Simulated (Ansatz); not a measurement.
Relaxed structures of CH3GaO, closed shell (PBE0-D4/def2-TZVP; forces vanish, vibrations not checked; lower isomers may exist, and structures with a doubtful reference or unclear bonds are left out; Å). Ansatz 0.2.0; basis: def2-TZVPP; cores frozen in the correlated methods. Filled d shells of the heavier atoms are correlated. The def2 sets are not built for correlating such inner shells, so the correlated values are less sure here.

(1) Rank them by CCSD(T) energy, lowest first, and give each one's height above the lowest. Links in brackets join atoms within 1.22 times the sum of their covalent radii (1.1 for two metals). (To be estimated.)
A.
CH₃GaO ([OH][C][GaH2])
```
6
angstrom
O -1.1207 -1.2805 -0.5625
C -0.1827 -0.7008 0.0888
Ga 0.5653 1.0595 0.1317
H -1.2023 -2.2149 -0.2945
H 1.9266 1.2337 -0.6187
H 0.1233 1.9511 1.3383
```
B.
CH₃GaO ([O][C][GaH3])
```
6
angstrom
O -0.6245 -1.9188 0.1277
C -0.2171 -0.8816 0.2346
Ga 0.5898 1.1704 0.4614
H 1.2486 0.9001 1.8633
H 1.4840 1.1159 -0.8304
H -0.8121 1.8790 0.3963
```
C.
CH₃GaO ([O][CH][GaH2])
```
6
angstrom
O 0.0441 -1.7083 0.6681
C -0.4877 -0.9425 -0.1037
Ga 0.3372 0.8924 -0.0166
H -1.3260 -1.3116 -0.7407
H 1.6133 1.1775 -0.8784
H -0.1809 1.8925 1.0714
```
D.
CH₃GaO ([CH2]1[O][GaH]1)
```
6
angstrom
O 0.4797 -0.8638 0.7592
C 0.4461 0.4600 0.2423
Ga -0.8514 -0.7169 -0.5213
H -1.7792 -1.8559 -0.9584
H 1.3146 0.7641 -0.3460
H 0.1282 1.2366 0.9415
```

The T1 diagnostic stays at or below 0.022. The restricted Hartree–Fock reference is unstable towards an unrestricted one at one or more of these structures.

Answers

(1) The calculation gives: B (0.0 kJ/mol), C (63.7 kJ/mol), D (78.2 kJ/mol), A (271.2 kJ/mol). Heights count from the lowest.

For scale, one of the runs: CCSD(T)/def2-TZVPP, 152 basis functions, launched by `ansatz run in.yaml --threads 2 --pin off --events-out ev --progress --plain --max-ram 4352MiB`. The run took 36 s on 2 CPU threads of an Arm Neoverse V1 (shared host), with 1 GiB of host memory at its peak.
